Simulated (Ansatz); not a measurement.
Compare A (`C[Si]1([SeH])CO1`) with its isomer B (`O[SiH2]/C=C/[SeH]`).

Isolated molecules relaxed with PBE0-D4/def2-TZVP in Ansatz; ΔE leaves out vibrations. CCSD(T)/CBS adds triple-zeta CCSD(T) − MP2 to the extrapolated MP2 energy (def2 sets, frozen cores). Functionals use def2-TZVPP. B3LYP here is the variant with VWN-RPA as its local correlation; programs differ in this. For Se outer-core shells are correlated without core-valence functions, which leaves a few kJ/mol of doubt a bond. Scalar relativity is left out up to krypton. One conformer a species, not always the lowest.

Question: Which is lower in electronic energy at CCSD(T)/CBS, and by how much? (Estimate.)

Answer: Computed: A, by 5.2 kcal/mol.

Question: Give E(B) − E(A) in kcal/mol with B3LYP-D4, PBE0-D4, HF/def2-TZVPP, B3LYP, B2PLYP, r2SCAN-D4, MP2/def2-TZVPP. (An estimate is asked.)

Answer: Ansatz gave: B3LYP-D4 4.0, PBE0-D4 9.2, HF/def2-TZVPP -1.5, B3LYP 3.5, B2PLYP 4.1, r2SCAN-D4 8.6, MP2/def2-TZVPP 5.6. The order is the other way round with HF/def2-TZVPP.

Largest T1 diagnostic: 0.011.

In def2-TZVPP, CCSD(T) changes the Hartree–Fock value by +5.7 kcal/mol (the triples alone add +0.5 kcal/mol) and MP2 by +7.0 kcal/mol.
